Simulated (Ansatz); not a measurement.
Z-matrix (Å, degrees):
```
C
N 1 1.418
H 1 1.095 2 110.3
H 1 1.095 2 111.7 3 120.5
H 1 1.095 2 110.3 3 -119.0
W 2 1.740 1 160.7 3 -120.3
F 6 1.880 2 107.8 1 -116.6
F 6 1.880 2 107.8 1 116.7
N 6 1.740 2 108.9 1 0.0
C 9 1.418 6 160.4 2 0.0
H 10 1.095 9 111.7 6 0.6
H 10 1.095 9 110.3 6 -119.9
H 10 1.095 9 110.3 6 121.1
```

Total charge 0; spin multiplicity 1. W: def2 effective core potential.

Question: List the CAM-B3LYP/def2-TZVPP orbital energies in eV (the Gaussian-basis code of Ansatz). (An estimate is asked.)

Answer: Ansatz gave: Occupied: -673.28, -673.28, -391.71, -391.70, -279.88, -279.87, -85.27, -48.44, -48.42, -48.39, -33.66, -33.35, -25.59, -25.42, -19.79, -19.53, -14.99, -14.91, -14.59, -14.47, -14.47, -14.39, -13.96, -13.80, -13.75, -13.70, -13.31, -13.25, -10.12, -9.74, -9.12, -8.62. Lowest empty: -0.06, 0.41, 0.70, 1.44, 1.47, 1.59, 2.28, 2.78.
